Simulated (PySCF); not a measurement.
# Dipole response of F⁺ (fluorine, charge +1)

[He] 2s2 2p4, high-spin 3P determinant. Computed with PySCF 2.14 in def2-TZVPPD (6s4p3d1f, 40 functions), with no relativity, point nucleus. Coupled (time-dependent) response in atomic units; α is the mean over directions.

```tsv
method	mean α (bohr³)	α xx, yy, zz	C₆ (like pair)	S(−4)
UHF	1.693	1.763, 1.553, 1.763	3.040	1.270
PBE	1.870	1.911, 1.789, 1.911	3.455	1.583
PBE0	1.805	1.855, 1.705, 1.855	3.303	1.453
wB97M-V	1.832	1.881, 1.734, 1.881	3.368	1.494
B3LYP	1.817	1.862, 1.726, 1.862	3.328	1.470
```

S(−4) is the Cauchy moment in α(ω) = α(0) + S(−4) ω² + …

α(iu) at B3LYP:

```json
{"u (hartree)": "0", "α(iu) (bohr³)": "1.817"}
{"u (hartree)": "0.0500", "α(iu) (bohr³)": "1.813"}
{"u (hartree)": "0.100", "α(iu) (bohr³)": "1.802"}
{"u (hartree)": "0.200", "α(iu) (bohr³)": "1.761"}
{"u (hartree)": "0.300", "α(iu) (bohr³)": "1.697"}
{"u (hartree)": "0.500", "α(iu) (bohr³)": "1.533"}
{"u (hartree)": "0.750", "α(iu) (bohr³)": "1.312"}
{"u (hartree)": "1.00", "α(iu) (bohr³)": "1.112"}
{"u (hartree)": "1.50", "α(iu) (bohr³)": "0.8093"}
{"u (hartree)": "2.00", "α(iu) (bohr³)": "0.6084"}
{"u (hartree)": "3.00", "α(iu) (bohr³)": "0.3746"}
{"u (hartree)": "5.00", "α(iu) (bohr³)": "0.1780"}
```

For an ion, C₆ is the dispersion term alone; charge-induced terms of lower order in 1/R come first.

The components differ because the open shell of this determinant is not spherical; for a pure term their mean is the scalar polarisability.
